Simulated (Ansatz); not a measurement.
C$_{4}$H$_{12}$GeO$_{4}$, SMILES `C[O][Ge]([O]C)([O]C)[O]C`, relaxed with RKS PBE-D4/def2-SVP in Ansatz 0.2.0 from a rough embedded geometry. The force threshold is 0.03 eV/Å; the program also tests the step.

Charge 0, multiplicity 1.

Start:

```xyz
21

C     0.952    2.358    0.642
O     0.232    1.286    1.231
Ge   -0.018    0.000   -0.036
O    -0.944    0.677   -1.322
C    -2.222    1.053   -0.868
O    -0.848   -1.396    0.756
C    -0.988   -2.385   -0.214
O     1.624   -0.494   -0.615
C     2.350   -1.040    0.468
H     1.030    3.149    1.401
H     1.885    2.057    0.262
H     0.283    2.799   -0.171
H    -2.166    1.866   -0.136
H    -2.875    1.419   -1.688
H    -2.771    0.172   -0.419
H    -1.663   -2.025   -1.038
H    -1.534   -3.243    0.244
H    -0.046   -2.761   -0.606
H     1.887   -1.914    0.895
H     3.309   -1.357    0.040
H     2.524   -0.222    1.174
```

Task: How much energy does the relaxation release, and in how many steps? (Best estimate.)

Result: Ansatz gave: 58.90 kJ/mol, in 6 steps.

Task: Which bonds change most? (Estimate.)

Result: Ansatz gave: C1–H11 from 1.051 to 1.114 Å; Ge3–O4 from 1.724 to 1.782 Å; O2–Ge3 from 1.822 to 1.782 Å; C9–H19 from 1.077 to 1.114 Å.

Task: Give the relaxed structure. (An estimate is asked.)

Result: Ansatz gave: 
```xyz
21

C     0.836    2.444    0.961
O     0.190    1.220    1.291
Ge    0.001    0.004    0.001
O    -0.903    0.617   -1.407
C    -2.225    1.098   -1.191
O    -0.836   -1.328    0.837
C    -1.150   -2.493    0.083
O     1.555   -0.493   -0.717
C     2.538   -1.050    0.147
H     0.857    3.071    1.875
H     1.886    2.294    0.619
H     0.299    3.010    0.165
H    -2.254    1.973   -0.502
H    -2.632    1.417   -2.172
H    -2.900    0.317   -0.773
H    -1.832   -2.278   -0.771
H    -1.661   -3.206    0.761
H    -0.243   -2.994   -0.327
H     2.192   -1.987    0.641
H     3.429   -1.293   -0.468
H     2.854   -0.343    0.948
```
